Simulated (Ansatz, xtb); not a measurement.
Stretching the C4–H6 bond in C2H5Al (SMILES C=[CH][AlH2]) (multiplicity 1 held, fragments rigid). Energies count from the point at 1.089 Å.
Geometry at that point (charge 0, multiplicity 1):
```json
[
 {"atom": "Al", "x (Å)": "-0.1364", "y (Å)": "0.1629", "z (Å)": "1.1626"},
 {"atom": "H", "x (Å)": "-0.8151", "y (Å)": "1.5910", "z (Å)": "1.2176"},
 {"atom": "H", "x (Å)": "0.1783", "y (Å)": "-0.6444", "z (Å)": "2.4857"},
 {"atom": "C", "x (Å)": "0.2915", "y (Å)": "-0.5524", "z (Å)": "-0.5896"},
 {"atom": "C", "x (Å)": "0.0180", "y (Å)": "0.1449", "z (Å)": "-1.6988"},
 {"atom": "H", "x (Å)": "0.7594", "y (Å)": "-1.5259", "z (Å)": "-0.7301"},
 {"atom": "H", "x (Å)": "0.2417", "y (Å)": "-0.2199", "z (Å)": "-2.6984"},
 {"atom": "H", "x (Å)": "-0.4483", "y (Å)": "1.1257", "z (Å)": "-1.6579"}
]
```

Unrestricted levels (U-) break spin symmetry where that is lower. Active spaces are followed from a long bond inwards. Curves can end on different states.

Correlated levels freeze the cores.

Codes used: Ansatz (a quantum-chemistry and plane-wave program) with Gaussian orbitals; xtb for the GFN methods. Each number belongs to the level named beside it. The GFN methods have no spin term and hold the electronic entropy of 300 K.

Task: One of these levels gives 97.55 kcal/mol for the energy at R = 3.485 Å. Which one is it?
A. CASSCF(2,2)/cc-pV(D+d)Z
B. U-HF/cc-pV(D+d)Z
C. GFN2-xTB

Result: A, CASSCF(2,2)/cc-pV(D+d)Z. The others give 111.90 (GFN2-xTB), 83.36 (U-HF/cc-pV(D+d)Z)

Doubts at one or more of the structures used: a spin-contaminated determinant (U-HF/cc-pV(D+d)Z).
